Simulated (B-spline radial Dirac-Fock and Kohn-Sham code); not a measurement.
## Isotope-shift constants of the inner levels of S

System: neutral sulfur, [Ne] 3s2 3p4.

Input file task.json (cfg lists n, l and occupation; rrms is the nuclear radius in fm):

```json
{"items": [{
  "Z": 16,
  "q": 0,
  "cfg": [[1, 0, 2], [2, 0, 2], [2, 1, 6], [3, 0, 2], [3, 1, 4]],
  "A": 32,
  "rrms": 3.2611,
  "do": "isoshift",
  "isotopes": [[32, 31.97207117354, 3.2611], [34, 33.967867011, 3.2847], [36, 35.967080692, 3.2985]]
}]}
```

Run with: `python xray2_run.py task.json out`

These are calculated numbers from an atomic code on a B-spline grid; the model is first-order field-shift and mass-shift constants from Dirac-Fock ground and hole states with a Fermi nucleus; the mass shift has no relativistic recoil terms. A binding energy shifts by δE = F·δ⟨r²⟩ + (K_N + K_S)·δ(1/M); F is taken for a change of radius at fixed skin thickness and so holds the higher radial moments.

| level | F (meV/fm²) | K_N (meV u) | K_S (meV u) |
| --- | --- | --- | --- |
| K (1s) | -0.4105 | -1362 | 384.0 |
| L1 (2s) | -0.03066 | -130.4 | -50.23 |
| L2 (2p1/2) | 0.005331 | -95.08 | 89.27 |
| L3 (2p3/2) | 0.005342 | -94.14 | 87.20 |
| M1 (3s) | -0.002684 | -12.57 | -0.2597 |

Line shifts in meV from A = 32 (mass 31.9721 u, rms radius 3.2611 fm); radii from Angeli and Marinova (2013).

```csv
A,mass (u),radius (fm),Kα1,Kα2,Lℓ
34,33.9679,3.2847,+1.72,+1.72,-0.01
36,35.9671,3.2985,?,?,?
```

Problem. What are the shifts for A = 36?

Solution. Kα1 +3.27 meV (field -0.10, mass +3.37); Kα2 +3.27 meV (field -0.10, mass +3.38); Lℓ -0.02 meV (field 0.00, mass -0.02).
